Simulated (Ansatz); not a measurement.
Geometry optimisation, RKS B3LYP-D4/def2-SVP in Ansatz.

Input file:

```yaml
crystal:
  periodic: [false, false, false]
  atoms:
    - { symbol: C, position_ang: [-1.5846, 0.1219, 1.0806] }
    - { symbol: Si, position_ang: [0.0383, -0.6329, 0.8606] }
    - { symbol: "N", position_ang: [1.1898, 0.5475, 0.2363] }
    - { symbol: Ge, position_ang: [0.9707, -0.4903, -1.2814] }
    - { symbol: O, position_ang: [-0.1211, 0.4157, -2.4384] }
    - { symbol: H, position_ang: [-1.6188, 0.8446, 1.9575] }
    - { symbol: H, position_ang: [-2.3747, -0.619, 1.2098] }
    - { symbol: H, position_ang: [-1.8361, 0.7827, 0.16] }
    - { symbol: H, position_ang: [0.6375, -1.5054, 1.9118] }
    - { symbol: H, position_ang: [2.1568, 0.2531, 0.6417] }
    - { symbol: H, position_ang: [2.239, -1.0576, -1.7699] }
    - { symbol: H, position_ang: [0.3804, 1.2846, -2.5345] }
basis:
  gaussian: { orbitals: def2-SVP }
hamiltonian:
  xc: b3lyp
  dispersion: d4
relax:
  f_tol: 0.015
  max_steps: 40
```

Launched with:

```bash
$ ansatz run input.yaml --threads 2 --pin off --max-ram 3072MiB --backend cpu --events-out ev --progress --plain --runs-dir out
```

Where does it end, and by what steps?

It converged. After 18 steps the energy has fallen by 0.934 eV; O5 moved furthest, 0.77 Å.

```json
{"step": "0", "energy less start (eV)": "0.0000", "largest force component (eV/Å)": "3.172", "accepted": "yes"}
{"step": "1", "energy less start (eV)": "-0.5346", "largest force component (eV/Å)": "1.282", "accepted": "yes"}
{"step": "2", "energy less start (eV)": "-0.6863", "largest force component (eV/Å)": "0.675", "accepted": "yes"}
{"step": "3", "energy less start (eV)": "-0.7589", "largest force component (eV/Å)": "0.648", "accepted": "yes"}
{"step": "4", "energy less start (eV)": "-0.8077", "largest force component (eV/Å)": "0.865", "accepted": "yes"}
{"step": "5", "energy less start (eV)": "-0.8384", "largest force component (eV/Å)": "0.529", "accepted": "yes"}
{"step": "6", "energy less start (eV)": "-0.8535", "largest force component (eV/Å)": "0.330", "accepted": "yes"}
{"step": "7", "energy less start (eV)": "-0.8385", "largest force component (eV/Å)": "0.874", "accepted": "no"}
{"step": "8", "energy less start (eV)": "-0.8859", "largest force component (eV/Å)": "0.078", "accepted": "yes"}
{"step": "9", "energy less start (eV)": "-0.8956", "largest force component (eV/Å)": "0.290", "accepted": "yes"}
{"step": "10", "energy less start (eV)": "-0.9126", "largest force component (eV/Å)": "0.184", "accepted": "yes"}
{"step": "11", "energy less start (eV)": "-0.9193", "largest force component (eV/Å)": "0.361", "accepted": "yes"}
{"step": "12", "energy less start (eV)": "-0.9184", "largest force component (eV/Å)": "0.367", "accepted": "no"}
{"step": "13", "energy less start (eV)": "-0.9281", "largest force component (eV/Å)": "0.299", "accepted": "yes"}
{"step": "14", "energy less start (eV)": "-0.9308", "largest force component (eV/Å)": "0.134", "accepted": "yes"}
{"step": "15", "energy less start (eV)": "-0.9324", "largest force component (eV/Å)": "0.062", "accepted": "yes"}
{"step": "16", "energy less start (eV)": "-0.9334", "largest force component (eV/Å)": "0.026", "accepted": "yes"}
{"step": "17", "energy less start (eV)": "-0.9335", "largest force component (eV/Å)": "0.017", "accepted": "yes"}
{"step": "18", "energy less start (eV)": "-0.9335", "largest force component (eV/Å)": "0.006", "accepted": "yes"}
```

```xyz
12
Properties=species:S:1:pos:R:3
C -1.603 0.199 1.181
Si 0.038 -0.618 0.765
N 1.378 0.372 0.275
Ge 1.052 -0.561 -1.323
O 0.596 0.475 -2.717
H -1.554 0.658 2.184
H -2.416 -0.546 1.194
H -1.855 0.987 0.455
H 0.285 -1.722 1.747
H 2.064 0.996 0.689
H 2.237 -1.354 -1.901
H -0.147 1.059 -2.516
```

The run took 72 s on 2 threads of Intel(R) Xeon(R) CPU @ 2.60GHz (Ice Lake), on a shared host, peak memory 0.36 GiB.
